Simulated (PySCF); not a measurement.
SMILES C[CH]OCC (C₄H₉O), doublet, PBE0/def2-SVP optimised geometry.

```
14

C      2.33     0.92     0.99
C      0.86     0.90     1.02
O      0.26     0.25     0.00
C     -1.15     0.25     0.00
C     -1.64    -0.49    -1.22
H      2.74    -0.09     0.86
H      2.73     1.53     0.15
H      2.74     1.34     1.92
H      0.29     1.74     1.46
H     -1.52     1.29     0.00
H     -1.52    -0.23     0.93
H     -2.74    -0.51    -1.25
H     -1.28    -1.53    -1.21
H     -1.27    -0.01    -2.14
```

Density from PySCF 2.14.0 with unrestricted PBE0/def2-TZVP at that geometry.

Minimum of the electron density along straight lines between bonded atoms, close to the bond critical point (lines longer than 1.1 times the sum of covalent radii, or with two minima, are not listed):

| bond | length / Å | ρ at the minimum / e bohr⁻³ | ∇²ρ there / e bohr⁻⁵ | position (fraction from the first atom) |
|---|---|---|---|---|
| C1–C2 | 1.480 | 0.269 | -0.72 | 0.49 |
| C2–O3 | 1.353 | 0.291 | [?] | 0.33 |
| O3–C4 | 1.408 | 0.262 | [?] | 0.65 |
| C4–C5 | 1.509 | 0.258 | -0.68 | 0.51 |
| C1–H6 | 1.102 | 0.270 | -0.90 | 0.64 |
| C1–H7 | 1.109 | 0.264 | -0.86 | 0.64 |
| C1–H8 | 1.100 | 0.272 | -0.91 | 0.64 |
| C2–H9 | 1.100 | 0.276 | -0.94 | 0.65 |
| C4–H10 | 1.108 | 0.276 | -0.95 | 0.65 |
| C4–H11 | 1.107 | 0.277 | -0.96 | 0.65 |
| C5–H12 | 1.100 | 0.271 | -0.91 | 0.64 |
| C5–H13 | 1.100 | 0.273 | -0.92 | 0.64 |
| C5–H14 | 1.100 | 0.272 | -0.92 | 0.64 |

### Question
What belongs in the gaps?

### Answer

- C2–O3, ∇²ρ there / e bohr⁻⁵: -0.32
- O3–C4, ∇²ρ there / e bohr⁻⁵: -0.53
